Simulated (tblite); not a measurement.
H12Si5, triplet, at the geometry of the source list (a higher spin typed on purpose: for a closed-shell molecule this is an excited state); tblite with GFN1-xTB.

The tblite input:
```
$ tblite run mol.xyz --method gfn1 --charge 0 --spin 2 --efield 0,0,0.1 --json tblite.json --no-restart

# file mol.xyz
17

Si    -0.40880000    -0.87430000    -2.13750000
Si    -0.00000000    -0.00000000     0.00000000
Si    -0.01170000     2.34320000    -0.09840000
Si    -1.67100000    -0.72890000     1.47550000
Si     2.09150000    -0.74000000     0.76040000
H     -1.70360000    -0.45160000    -2.67710000
H     -0.41570000    -2.33930000    -2.15130000
H      0.60000000    -0.45830000    -3.11500000
H      0.23820000     2.95970000     1.20690000
H     -1.29270000     2.87750000    -0.56750000
H      1.01090000     2.87060000    -1.00520000
H     -3.00940000    -0.30060000     1.06130000
H     -1.72200000    -2.18880000     1.58650000
H     -1.47830000    -0.21930000     2.83550000
H      2.17130000    -2.20030000     0.84680000
H      3.18710000    -0.31920000    -0.11640000
H      2.41420000    -0.23060000     2.09560000
```

Problem. What does tblite print? Leave out banner, timings and long lists.

Solution. 
```
xTB calculator
 | screened Coulomb repulsion
 | Coulomb electrostatics
 |  * isotropic Klopman-Ohno-Mataga-Nishimoto electrostatics
 |  * onsite third-order electrostatics
 | DFT-D3(BJ) dispersion correction
 | Interactions (1)
 | [1] electric field

halogen bonding energy    0.0000000000000E+00 Eh
repulsion energy          1.4101817643976E-01 Eh
dispersion energy        -8.7743717436030E-03 Eh
interaction energy        0.0000000000000E+00 Eh
number of electrons       3.2000000000000E+01 e
integral cutoff           2.8146159136829E+01 bohr

------------------------------------------------------------
  cycle        total energy    energy error   density error
------------------------------------------------------------
      1     -15.53854825530  -1.5670792E+01   2.2283667E-01
      2     -15.55107868432  -1.2530429E-02   1.3874622E-01
      3     -15.51767514894   3.3403535E-02   1.0729904E-01
      4     -15.56542238145  -4.7747233E-02   2.3111552E-02
      5     -15.56526226087   1.6012058E-04   1.8962728E-02
      6     -15.56630125840  -1.0389975E-03   1.1006921E-02
      7     -15.56664482390  -3.4356550E-04   2.2100476E-03
      8     -15.56664166009   3.1638099E-06   1.9677932E-03
      9     -15.56665498956  -1.3329475E-05   8.5766322E-04
     10     -15.56665551023  -5.2067015E-07   1.1284432E-04
     11     -15.56665552432  -1.4089396E-08   5.0451030E-05
     12     -15.56665553456  -1.0236469E-08   5.0801732E-06
------------------------------------------------------------

electronic energy        -1.5698899339256E+01 Eh
total energy             -1.5566655534560E+01 Eh

Post processing:
 | Mayer-Wiberg bond orders

[Info] JSON dump of results written to 'tblite.json'
```
